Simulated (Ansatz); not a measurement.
`CS[Si]S` and `CS[Si]O` differ in one atom or group.

Ansatz, PBE0-D4/def2-TZVP geometries, multiplicity 1. Each molecule was computed in one conformer, which needn't be the lowest.

```tsv
property	`CS[Si]S`
HOMO–LUMO gap (PBE0/def2-TZVPP) / eV	4.91
HOMO–LUMO gap (PBE/def2-TZVPP) / eV	3.16
size of the dipole moment (ωB97M-V/def2-TZVPP) / D	2.00
HOMO energy (PBE/def2-TZVPP) / eV	-5.88
size of the dipole moment (PBE/def2-TZVPP) / D	1.99
size of the dipole moment (B3LYP/def2-TZVPP) / D	2.01
```

(1) Give the same properties after the change, and the shifts. (Estimate.)

Results:

(1) Ansatz gave: 
```
                                          property  `CS[Si]O`  shift
              HOMO–LUMO gap (PBE0/def2-TZVPP) / eV       5.24   0.33
               HOMO–LUMO gap (PBE/def2-TZVPP) / eV       3.42   0.26
size of the dipole moment (ωB97M-V/def2-TZVPP) / D       1.27  -0.73
                 HOMO energy (PBE/def2-TZVPP) / eV      -5.71   0.17
    size of the dipole moment (PBE/def2-TZVPP) / D       1.41  -0.58
  size of the dipole moment (B3LYP/def2-TZVPP) / D       1.38  -0.63
```

With PBE0 the HOMO rises by 0.15 eV and the LUMO rises by 0.48 eV, so the gap widens by about 0.33 eV. PBE moves the HOMO by 0.17 eV and ωB97M-V by 0.14 eV. Dipoles are sizes alone; their direction can turn.

B3LYP here is the variant with VWN-RPA as its local correlation; programs differ in this.
